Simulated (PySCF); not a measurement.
Work out the structure from these simulated measurements.

Formula: C12H12Si.

* Dipole: 0.96 D [B3LYP/def2-SVPD]
* 13C NMR: chemical shifts (computed TMS as zero) by class: 131.6 (4 C), 126.9 (2 C), 124.8 (2 C), 123.1 (4 C) ppm [GIAO KT2/pcSseg-1]
* Polarisability: 165.0 au [B3LYP/def2-SVPD]
* Triplet: lowest triplet excitation (Tamm–Dancoff): 4.05 eV [TDA B3LYP/def2-SVPD]
* NMR, other nuclei: isotropic shieldings of nuclei other than C and H, by class: 398 (1 Si) ppm [GIAO KT2/pcSseg-1]
* Rotational structure: rotational constants A, B, C: 1.703, 0.368, 0.334 GHz [PBE0-D3(BJ)/def2-SVP]

Gas-phase values; electronic properties from PySCF, density fitting. Levels stand in brackets. NMR shifts are as computed; neighbouring signals can stand in another order in a measured spectrum. The structure is a single PBE0-D3(BJ)/def2-SVP conformer in the gas phase; no vibrational or solvent corrections. NMR values are class means; diastereotopic atoms form classes of their own.

Question: Give a SMILES that accounts for the data.

Answer: Numbering: `[cH:1]1[cH:2][cH:3][c:4]([SiH2:5][c:6]2[cH:7][cH:8][cH:9][cH:10][cH:11]2)[cH:12][cH:13]1`. Its formula, C12H12Si, gives 8 degrees of unsaturation: 2 rings and 6 π bonds in the structure found (Kekulé form). 12 carbons fall into 4 classes; from least to most shielded: aromatic CH carbon [C3/C7/C11/C12] (131.6 ppm, 4 C), substituted aromatic carbon [C4/C6] (126.9 ppm, 2 C), aromatic CH carbon [C1/C9] (124.8 ppm, 2 C), aromatic CH carbon [C2/C8/C10/C13] (123.1 ppm, 4 C). The other shieldings belong to: 398 ppm, SiH2 silicon [Si5]. The optimised geometry has point group C1 and is an asymmetric top. Structure: `c1ccc([SiH2]c2ccccc2)cc1`. The assignments are read from this structure; whether some other isomer fits the data as well wasn't checked.

Shape of the structure used: `[cH:1]1[cH:2][cH:3][c:4]([SiH2:5][c:6]2[cH:7][cH:8][cH:9][cH:10][cH:11]2)[cH:12][cH:13]1`: C3–C4–Si5–C6 -48°, C4–Si5–C6–C7 147°.
